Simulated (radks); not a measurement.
Task: Radial electron density D(r) = 4 pi r^2 rho(r) of an atom or ion with 1 electrons. Method: scalar-relativistic Kohn-Sham, r2SCAN, spin-unpolarised, spherical densities, finite nucleus; meta-GGA in the generalised Kohn-Sham scheme; Fermi nuclear charge, rms radius of each element as measured or else 0.836 A^(1/3) + 0.57 fm; computed with a radial shooting solver on a logarithmic mesh with Libxc functionals.

| r (bohr) | D(r) (e/bohr) |
|---|---|
| 0.03951 | 0.06796 |
| 0.04349 | 0.08040 |
| 0.04788 | 0.09488 |
| 0.0527 | 0.1117 |
| 0.05801 | 0.1310 |
| 0.06386 | 0.1533 |
| 0.07029 | 0.1787 |
| 0.07676 | 0.2049 |
| 0.08449 | 0.2370 |
| 0.093 | 0.2728 |
| 0.1024 | 0.3124 |
| 0.1127 | 0.3557 |
| 0.124 | 0.4025 |
| 0.1365 | 0.4524 |
| 0.1503 | 0.5046 |
| 0.1654 | 0.5581 |
| 0.1821 | 0.6118 |
| 0.2005 | 0.6639 |
| 0.2189 | 0.7088 |
| 0.241 | 0.7527 |
| 0.2652 | 0.7889 |
| 0.292 | 0.8153 |
| 0.3214 | 0.8298 |
| 0.3538 | 0.8308 |
| 0.3894 | 0.8172 |
| 0.4286 | 0.7890 |
| 0.4718 | 0.7470 |
| 0.5194 | 0.6933 |
| 0.5672 | 0.6365 |
| 0.6243 | 0.5701 |
| 0.6872 | 0.5035 |
| 0.7564 | 0.4413 |
| 0.8327 | 0.3875 |
| 0.9166 | 0.3446 |
| 1.009 | 0.3135 |
| 1.111 | 0.2933 |
| 1.222 | 0.2814 |
| 1.346 | 0.2744 |
| 1.481 | 0.2681 |
| 1.617 | 0.2598 |
| 1.78 | 0.2454 |
| 1.96 | 0.2242 |
| 2.157 | 0.1964 |
| 2.375 | 0.1637 |
| 2.614 | 0.1290 |
| 2.877 | 0.09543 |
| 3.167 | 0.06585 |
| 3.486 | 0.04209 |
| 3.838 | 0.02473 |
| 4.191 | 0.01401 |
| 4.613 | 0.006850 |
| 5.078 | 0.003004 |
| 5.589 | 0.001170 |
| 6.153 | 0.0004005 |
| 6.773 | 0.0001191 |

What is the nuclear charge?

Result: Z = 3. The innermost maximum, from 1s, lies near gamma/Z bohr with gamma = sqrt(1 - (Z/c)^2) = 1.000, here 0.333 bohr (found: 0.340), and its height grows with Z. The density is that of the lithium ion Li2+ in 1s0.5 2p0.5; the configuration itself is not fixed sharply by these data. D(r) has 1 maximum, at r = 0.340 bohr.
